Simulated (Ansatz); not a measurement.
# MnF₂, sextet: CASSCF and its corrections

Calculated in Ansatz's Gaussian-basis code. Basis def2-SVP, nonrelativistic, 11 orbitals frozen in the corrections. State-specific CASSCF; RHF is the lowest restricted (open-shell) Hartree–Fock solution met. Small basis; these aren't basis-limit values. No symmetry is imposed, so a solution can break that of the shape. The lowest solution met needn't be the lowest there is, nor hold the orbitals that a chemist would pick.

Geometry. A bond is stretched, to 1.38 times the sum of the covalent radii.

```csv
atom,x (Å),y (Å),z (Å)
F,0.0000,0.0000,2.7000
Mn,0.0000,0.0000,0.0000
F,0.0000,0.0000,-1.8000
```

Task: What do CASSCF and its corrections give against RHF in CAS(9,8), and what are the occupations?

Result: CASSCF -0.780 eV, SC-NEVPT2 -12.425 eV; occupations 2.00, 1.92, 1.00, 1.00, 1.00, 1.00, 1.00, 0.08.
